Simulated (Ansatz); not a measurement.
Ag₃Cl₄⁻. Charge -1, multiplicity 1. Geometry PBE-D4/def2-SVPD; atoms count from 1.

```xyz
7

Ag    0.808    1.409   -0.461
Ag   -0.099   -0.413    1.634
Ag   -0.500   -1.103   -1.176
Cl   -0.666   -2.713    0.763
Cl    0.852    0.340   -2.747
Cl    1.513    1.502    1.961
Cl   -1.909    0.980    0.026
```

In the def2 sets Ag takes a core potential; there is no spin–orbit coupling. No other spin state of charge -1 was run. Another isomer (singlet) lies 0.18 eV lower at PBE0-D4/def2-TZVPD; other spin states weren't run for this one.

(1) Estimate the Mulliken populations from the PBE0/def2-TZVPD orbitals of Ansatz.

(2) And the Mayer bond orders between bonded heavy atoms (over 0.3)?

Answers

(1) 
```csv
atom,charge (e),d electrons
Ag1,0.40,9.92
Ag2,0.40,9.92
Ag3,0.40,9.92
Cl4,-0.54,–
Cl5,-0.54,–
Cl6,-0.54,–
Cl7,-0.58,–
```
Mulliken values and Mayer orders depend strongly on the basis. With diffuse functions, as here, like atoms can get unlike values, and bond orders can come out too low or too high.

(2) Ag1–Cl5 0.41 (2.52 Å); Ag1–Cl6 0.41 (2.52 Å); Ag2–Cl4 0.41 (2.52 Å); Ag2–Cl6 0.41 (2.52 Å); Ag3–Cl4 0.41 (2.53 Å); Ag3–Cl5 0.41 (2.53 Å).
